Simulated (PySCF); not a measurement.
SMILES [SiH3]C[CH2][Ge]([Cl])([Cl])[Cl] (C2H7Cl3GeSi), CAM-B3LYP/def2-SVP optimised geometry. Atoms within 1.6 Å of the plane z = 0.0 Å (x, y, z in Å): Si1 (0.76, -2.36, 0.00), C2 (0.12, -0.58, 0.00), C3 (0.57, 0.25, 1.21), Ge4 (-0.10, 2.07, 1.16), Cl6 (0.55, 3.08, -0.61), Cl7 (-2.25, 2.08, 1.15), H8 (0.27, -3.08, -1.21), H9 (0.29, -3.07, 1.22), H10 (2.25, -2.36, 0.00), H11 (-0.99, -0.61, -0.04), H12 (0.44, -0.10, -0.94), H14 (1.67, 0.33, 1.27).

Method: CAM-B3LYP/def2-TZVP (PySCF 2.14.0). Cells within 0.4 Å of a nucleus heavier than hydrogen are left out (blank, or x).

Map of the HOMO amplitude (bohr^(-3/2)) on the plane z = 0.0 Å; orbital energy -9.84 eV, overall sign arbitrary:

```
|666666666666666666666666666|
|666666666666666666666666666|
|666666666666555566666666666|
|666666666665555556666666666|
|666666655665555566666666666|
|666665555566666666666666666|
|666655555566667876666666666|
|666655555666678876666666666|
|666655555666666666666666666|
|666665566666555666666666666|
|666666666666555566666666666|
|666666666666666666666666666|
|666666666667777666666666666|
|666666666677898666666666666|
|6666666666789xx556666666666|
|6666666666775x0345666666666|
|666666666665410245666666666|
|666666666665421245666666666|
|666666666665445x56766666666|
|66666666666555xx67776666666|
|666666666666667777766666666|
|666666666666677777666666666|
|666666666666666766666666666|
|666666666666666666666666666|
|666666666666666666666666666|
|666666666666666666666666666|
|666666666666666666666666666|
```
Scale: ten equal steps from -0.186 (start of '0') to 0.115 (end of '9'), in the order '0123456789'; x runs from -5.50 to 5.50, y from -5.50 (bottom) to 5.50 (top).
